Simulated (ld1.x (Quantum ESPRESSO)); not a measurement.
# Br: one change to a TM potential, before and after

ld1.x (Quantum ESPRESSO) 7.5 input, shortened:

```
&input
   title='Br', zed=35., rel=1, dft='PBE', iswitch=3,
   config='[Ar] 3d10 4s2 4p3 4d-2'
 /
 &inputp
   pseudotype=2, tm=.true., lloc=0,
   nlcc=.true.
 /
3
4P  2  1   3.00   0.00  1.35  1.35  0.0
4D  3  2  -2.00  -0.05  1.20  1.20  0.0
4S  1  0   2.00   0.00  1.35  1.35  0.0
 &test
   configts(1)='4s2 4p3'
 /
```

Change: wave 4p (bound): rc 1.35 bohr becomes 4p (bound): rc 1.84 bohr.

Cutoffs: the cutoffs (Ry, on a coarse ladder) from which the occupation-weighted sum of valence levels, in a spherical-Bessel basis at the reference potential, stays within 10 and 1 mRy of its value at 400 Ry; they do not see the model core or the augmentation charge, which bear on the density cutoff. Errors are all-electron minus pseudo energies relative to the spin-unpolarised reference configuration.

Q: How do hardness, ghosts and transferability respond?

A: The potential gets softer (55 Ry and 110 Ry → 45 Ry and 80 Ry); both files keep a bound ghost (d, p); of the 7 tests that both files solve, the error grows in 0 and shrinks in 1 by more than 15 % and 0.3 meV (median size 7.4 → 6.9 meV). A larger radius leaves more room for a smooth pseudo-wave, so fewer plane waves are needed.

```tsv
quantity	base	changed
cutoff, loose	55 Ry	45 Ry
cutoff, tight	110 Ry	80 Ry
loose cutoff by channel (10 mRy a level)	p 40 Ry, s 40 Ry	p 21 Ry, s 40 Ry
bound ghosts	p, d	p, d
error for 4s2 4p5, meV [ΔE -35.31 eV]	-13	-12
error for 4s2 4p4, meV [ΔE -22.76 eV]	-2.7	-2.4
error for 4s2 4p2, meV [ΔE 33.98 eV]	-15	-16
error for 4s2 4p1, meV [ΔE 80.01 eV]	-54	-57
error for 4s1 4p5, meV [ΔE -9.76 eV]	+0.4	0.0
error for 4s2 4p4.5, meV [ΔE -30.24 eV]	-7.4	-6.9
error for 4s1 4p6, meV [ΔE -22.94 eV]	-5.4	-5.8
```

 A true bound ghost makes a file unfit for plane-wave use even where its test errors are small: the radial tests pick states by their node count and pass the ghost by.
